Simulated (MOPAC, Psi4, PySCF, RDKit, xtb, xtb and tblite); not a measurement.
Two geometries of SMILES COCC[Si](C)(C)C, relaxed at GFN2-xTB with one dihedral held; other torsions can differ between them too.

Structure A

```
24

C     -2.7705     1.2673     0.4805
O     -1.8132     0.5580    -0.2549
C     -1.6874    -0.7897     0.1460
C     -0.6003    -1.4484    -0.7046
Si     0.8815    -2.1442     0.2887
C      2.1288    -2.8990    -0.9413
C      0.2659    -3.5034     1.4825
C      1.7143    -0.7423     1.2786
H     -2.7772     2.2837     0.0919
H     -3.7700     0.8265     0.3671
H     -2.5190     1.2863     1.5496
H     -1.4414    -0.8237     1.2193
H     -2.6542    -1.3031     0.0211
H     -0.2465    -0.6816    -1.3936
H     -1.0430    -2.2293    -1.3214
H      1.6823    -3.7034    -1.5175
H      2.4929    -2.1563    -1.6441
H      2.9899    -3.3083    -0.4228
H     -0.2006    -4.3222     0.9428
H      1.0843    -3.9196     2.0623
H     -0.4672    -3.1167     2.1842
H      2.5650    -1.1065     1.8471
H      1.0224    -0.2872     1.9808
H      2.0706     0.0438     0.6198
```

Structure B

```
24

C     -2.7805     1.0192     0.8383
O     -1.8049     0.5576    -0.0533
C     -1.6634    -0.8458    -0.0544
C     -0.5036    -1.2040    -0.9653
Si     1.0033    -0.0585    -0.6452
C      2.5479    -0.9772    -1.3011
C      1.2339     0.2424     1.2257
C      0.8207     1.5898    -1.5834
H     -2.7907     2.1051     0.7627
H     -3.7738     0.6275     0.5829
H     -2.5481     0.7274     1.8715
H     -1.4572    -1.1930     0.9704
H     -2.6040    -1.3177    -0.3839
H     -0.8223    -1.0978    -2.0013
H     -0.2502    -2.2517    -0.8131
H      2.7302    -1.9005    -0.7598
H      2.4438    -1.2300    -2.3517
H      3.4352    -0.3607    -1.2013
H      1.2660    -0.6915     1.7798
H      2.1608     0.7719     1.4249
H      0.4221     0.8400     1.6263
H      1.6389     2.2656    -1.3528
H     -0.1084     2.0826    -1.3201
H      0.8196     1.4317    -2.6578
```

Which is lower in energy at the level Psi4 1.11 with B3LYP-D3(BJ)/def2-SVP // GFN2-xTB, and by how much?

B is lower, by 18.81 kJ/mol (dihedral O2–C3–C4–Si5: 120° in A, 45° in B).

E(B) − E(A) in kJ/mol at the other levels, on the same two geometries: GFN2-xTB (xtb and tblite) -13.20; MMFF94 // GFN2-xTB (RDKit) 4.27; B3LYP/def2-SVP // GFN2-xTB (Psi4) -14.14; PBE/def2-SVP // GFN2-xTB (Psi4) -14.27; PBE-D3(BJ)/def2-SVP // GFN2-xTB (Psi4) -17.07; UFF // GFN2-xTB (RDKit) -7.22; AM1, restricted, heats of formation // GFN2-xTB (MOPAC) 10.73; PM6, restricted, heats of formation // GFN2-xTB (MOPAC) 12.37; GFN1-xTB // GFN2-xTB (xtb) -19.06; restricted B3LYP/6-31G*, spherical d, density fitting // GFN2-xTB (PySCF) -12.63.
